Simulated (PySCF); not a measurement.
# Why did this PySCF run fail?

```python
from pyscf import gto, scf, mp

mol = gto.M(
    atom='Mo 0.0177 -0.0032 0.0152; O 1.656 -0.1339 -0.2696; O -0.7012 1.6979 0.1995; O -0.8901 -1.6094 0.1056; H -0.4838 2.6375 0.193; H -1.7283 -2.0706 0.226',
    basis='lanl2dz',
    ecp={'Mo': 'lanl2dz'},
    charge=0,
    spin=0,
    verbose=4,
)
mf = scf.RHF(mol)
mf = mf.sfx2c1e()
mf.kernel()
mp.MP2(mf, frozen=3).kernel()
mf.dip_moment()
print('orbital energies (hartree):', mf.mo_energy[..., max(0, mol.nelec[1]-3):mol.nelec[0]+3].round(4))
```

```bash
$ OMP_NUM_THREADS=1 python input.py
```

The log, shortened:

```
[earlier lines left out]
[INPUT]  4 O     -0.890100000000  -1.609400000000   0.105600000000 AA   -1.682045223475  -3.041325224875   0.199555078754 Bohr   0.0
[INPUT]  5 H     -0.483800000000   2.637500000000   0.193000000000 AA   -0.914249499065   4.984152653540   0.364717142041 Bohr   0.0
[INPUT]  6 H     -1.728300000000  -2.070600000000   0.226000000000 AA   -3.266013661086  -3.912866913524   0.427078104152 Bohr   0.0

nuclear repulsion = 151.11446496776
number of shells = 26
number of NR pGTOs = 126
number of NR cGTOs = 53
basis = lanl2dz
ecp = {'Mo': 'lanl2dz'}

******** <class 'pyscf.x2c.sfx2c1e.sfX2C1eRHF'> ********
method = sfX2C1eRHF
initial guess = minao
damping factor = 0
level_shift factor = 0
DIIS = <class 'pyscf.scf.diis.CDIIS'>
diis_start_cycle = 1
diis_space = 8
diis_damp = 0
SCF conv_tol = 1e-09
SCF conv_tol_grad = None
SCF max_cycles = 50
direct_scf = True
direct_scf_tol = 1e-13

******** <class 'pyscf.x2c.sfx2c1e.SpinFreeX2CHelper'> ********
approx = 1e
xuncontract = 1
Set gradient conv threshold to 3.16228e-05
Initial guess from minao.
NotImplementedError
```

**Question.** Which setting is at fault, why, and what does a mended input give?

**Answer.** The spin-free X2C (on): spin-free X2C needs an all-electron basis and cannot be joined with a core potential. With this edit
```diff
- mf = mf.sfx2c1e()
```
the run finishes: E(SCF) = -292.596693 Eh, 15 cycles, E(MP2) − E(SCF) = -0.61877 Eh, μ(SCF) = 3.78 D.
